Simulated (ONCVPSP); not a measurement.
**Before and after: ONCV potential for cobalt**

cobalt, optimised norm-conserving Vanderbilt (ONCV), made with ONCVPSP 4.0.1 (PBEsol, scalar-relativistic). Core [Ar], reference 3d7 4s2. Waves: 4s: rc 2.35 bohr, ncon 4, nbas 8, qcut 3.3 1/bohr, 2 projectors, debl 3.8 Ha; p scattering state at 0.43 Ha: rc 1.90 bohr, ncon 5, nbas 9, qcut 4.8 1/bohr, 1 projector; 3d: rc 1.25 bohr, ncon 3, nbas 7, qcut 12.9 1/bohr, 2 projectors, debl 3.6 Ha; f scattering state at 0.29 Ha: rc 2.15 bohr, ncon 3, nbas 8, qcut 5.2 1/bohr, 1 projector. Local part: polynomial inside 1.20 bohr (lpopt 5, dvloc0 0 Ha). Core correction: none.

All-electron outer shells of the reference configuration (PBEsol, scalar-relativistic, ld1.x):

```csv
shell,level (eV),outermost node (bohr),outermost maximum (bohr)
3p,-65.51,0.28,0.68
3d,-8.23,–,0.66
4s,-5.49,0.96,2.32
```

Change: all radii scaled by about 1.25 (s 2.94, p 2.38, d 1.56, f 2.68 bohr); local potential polynomial inside 1.50 bohr (lpopt 5, dvloc0 0 Ha). In the p channel the program set the typed energies aside and used 0.050 Ha.

Cutoffs: the cutoffs (Ha) at which the residual kinetic energy of the hardest occupied pseudo-wave falls to 1 and 0.1 mHa per electron; they do not see the model core or the augmentation charge, which bear on the density cutoff. Errors are all-electron minus pseudo energies relative to the spin-unpolarised reference configuration.

Task: Predict the effect on cutoff, ghosts and configuration errors.

Result: The potential gets softer (62 Ha and 70 Ha → 52 Ha and 59 Ha); the lowest positive-energy flag moves from p at 32.4 eV to s at 87.1 eV; of the 4 tests that both files solve, the error grows in 2 and shrinks in 1 by more than 15 % and 0.3 meV (median size 14.7 → 13.8 meV); neither file shows a bound ghost. A larger radius leaves more room for a smooth pseudo-wave, so fewer plane waves are needed.

| quantity | base | changed |
| --- | --- | --- |
| cutoff, loose | 62 Ha | 52 Ha |
| cutoff, tight | 70 Ha | 59 Ha |
| loose cutoff by channel | s 4.4 Ha, d 62 Ha | s 3.5 Ha, d 52 Ha |
| bound ghosts | none | none |
| GHOST(+) flags under 300 eV | p at 32.4 eV, s at 48.2 eV | s at 87.1 eV |
| error for 3d7 4s1, meV [ΔE 9.05 eV] | -5.0 | -5.9 |
| error for 3d7 4s0, meV [ΔE 25.74 eV] | +1.6 | -19 |
| error for 3d6 4s0, meV [ΔE 61.58 eV] | +84 | -72 |
| error for 3d7.5 4s1.5, meV [ΔE -0.96 eV] | -24 | -8.5 |
